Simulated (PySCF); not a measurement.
C₂H₆AlF, SMILES [CH3][Al]([CH3])[F] (connectivity only; charge and spin as stated), charge +1, multiplicity 2. Atoms are numbered in the order given.

```xyz
10

Al     0.0000     0.0000    -0.1504
C     -1.6816     0.0000     0.9736
H     -1.4746     0.0091     2.0574
H     -2.1463    -0.9390     0.6009
H     -2.1541     0.9292     0.5865
C      1.6816     0.0000     0.9736
H      2.1463     0.9390     0.6009
H      2.1541    -0.9292     0.5865
H      1.4746    -0.0091     2.0574
F      0.0000     0.0000    -1.8020
```
Charge +1, spin multiplicity 2.

Geometry: PBE-D3(BJ)/def2-SVP. The multiplicity is an assumed one; other spin states were not compared. The isomer is the one that the SMILES or the coordinates give; other isomers of the formula were not compared.

Computed with r2SCAN/def2-TZVP (PySCF).

Isolated molecule, no solvent.

| Item | Result |
|---|---|
| total energy | -421.80821 hartree |
| point group | C2 |
| α spin, highest occupied and lowest empty level | -13.49 and -6.32 eV |
| β spin, highest occupied and lowest empty level | -14.04 and -11.64 eV |
| dipole moment about the centre of nuclear charge | 4.16 D |
| mean static polarisability | 59.1 bohr³ (8.76 Å³) |
| polarisability, principal values | 36.9, 44.0, 96.3 bohr³ |
| ⟨S²⟩ | 0.765 (pure state 0.75) |
